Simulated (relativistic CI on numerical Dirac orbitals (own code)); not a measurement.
## Slater and spin-orbit integrals, Te²²⁺

Calculated at this level of theory: Dirac-Coulomb-Breit CI, orbitals from a KLI potential per configuration, QED by a radiative potential, unscaled Slater integrals (own radial code, finite nucleus).

Slater integrals F^k, G^k are unscaled and averaged over j, outside the closed core [Ar] 3d10; ζ comes from projecting the Hamiltonian with its Breit term on Σ l·s of the shell.

- 4s4p: G^1(4s,4p) = 196270, ζ(4p) = 76706 cm⁻¹; <r>(4s) = 0.6711, <r^2>(4s) = 0.5052, <r>(4p) = 0.6902, <r^2>(4p) = 0.5374 (bohr units).
- 4p²: F^2(4p,4p) = 149520, ζ(4p) = 76604 cm⁻¹; <r>(4p) = 0.6908, <r^2>(4p) = 0.5384 (bohr units).
- 4s4d: G^2(4s,4d) = 143280, ζ(4d) = 8806.2 cm⁻¹; <r>(4s) = 0.6714, <r^2>(4s) = 0.5057, <r>(4d) = 0.7081, <r^2>(4d) = 0.572 (bohr units).

Averages of the first 10 configurations, taken without configuration mixing, which lowers the lowest level and can move excited configurations by several eV; other configurations of the list can lie among them:

```json
{"Configuration": "4s²", "Parity": "even", "States": "1", "Average energy above the lowest level (eV)": "1.8"}
{"Configuration": "4s4p", "Parity": "odd", "States": "12", "Average energy above the lowest level (eV)": "55.9"}
{"Configuration": "4p²", "Parity": "even", "States": "15", "Average energy above the lowest level (eV)": "116.7"}
{"Configuration": "4s4d", "Parity": "even", "States": "20", "Average energy above the lowest level (eV)": "143.9"}
{"Configuration": "4d²", "Parity": "even", "States": "45", "Average energy above the lowest level (eV)": "288.7"}
{"Configuration": "4s4f", "Parity": "odd", "States": "28", "Average energy above the lowest level (eV)": "230.7"}
{"Configuration": "4p4d", "Parity": "odd", "States": "60", "Average energy above the lowest level (eV)": "201.7"}
{"Configuration": "4f²", "Parity": "even", "States": "91", "Average energy above the lowest level (eV)": "461.1"}
{"Configuration": "4p4f", "Parity": "even", "States": "84", "Average energy above the lowest level (eV)": "288.8"}
{"Configuration": "4d4f", "Parity": "odd", "States": "140", "Average energy above the lowest level (eV)": "374.2"}
```
